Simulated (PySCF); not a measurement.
CH8Cl2Si3, SMILES Cl[Si]([SiH3])(C[SiH3])Cl. Coordinates come from a PBE-D3(BJ)/def2-SVP optimisation. This is a generated structure with no PubChem entry under its InChIKey; it may be hypothetical. One conformer was computed; it need not be the lowest.

Computed equilibrium geometry at PBE-D3(BJ)/def2-SVP (PySCF confirms it by a frequency run) as Cartesian coordinates in Å (one conformer of several):
```xyz
14

Si     2.0572     0.4879    -1.8546
C      1.2069    -0.8459    -0.7994
Si    -0.2078    -0.2368     0.2683
Si    -2.1083     0.5208    -0.8800
Cl    -0.8214    -1.7797     1.5402
Cl     0.4877     1.3482     1.4437
H      1.0213     1.2780    -2.6085
H      2.9793    -0.1643    -2.8484
H      2.8470     1.4206    -0.9838
H      0.8043    -1.6410    -1.4644
H      1.9618    -1.3239    -0.1382
H     -1.7713     1.7232    -1.7180
H     -3.1580     0.8871     0.1304
H     -2.6286    -0.5749    -1.7718
```
Charge 0, spin multiplicity 1.
